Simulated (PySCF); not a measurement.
Cl3Y, SMILES [Cl][Y-]([Cl])[Cl] (connectivity only; charge and spin as stated), charge -1, multiplicity 2.

Coordinates come from a B3LYP-D3(BJ)/def2-SVPD optimisation. The multiplicity is an assumed one; other spin states were not compared. The def2 effective core potentials stand for the cores of Y; spin–orbit coupling is left out.

Two levels are set side by side: PBE/def2-TZVPD (PySCF) and CAM-B3LYP/def2-TZVPD (PySCF). Same geometry, gas phase. Differences are taken from unrounded values.

| quantity | PBE |
|---|---|
| α-spin orbital gap (eV) | 1.74 |
| β-spin orbital gap (eV) | 4.96 |
| mean polarisability (bohr³) | 156.1 |

Problem. These are the PBE values. What does CAM-B3LYP give? (Estimate from the structure and the level; the computed values follow.)

Solution. 
```csv
quantity,CAM-B3LYP,PBE minus CAM-B3LYP
α-spin orbital gap (eV),4.77,-3.03
β-spin orbital gap (eV),8.85,-3.90
mean polarisability (bohr³),135.8,20.4
```

Loosely held outer electrons make PBE densities more polarisable. Differences between two approximate levels are no errors against the true value.

Rough cost on one machine, each run with all the roots and properties that it gave: CAM-B3LYP against PBE within a factor of 2.
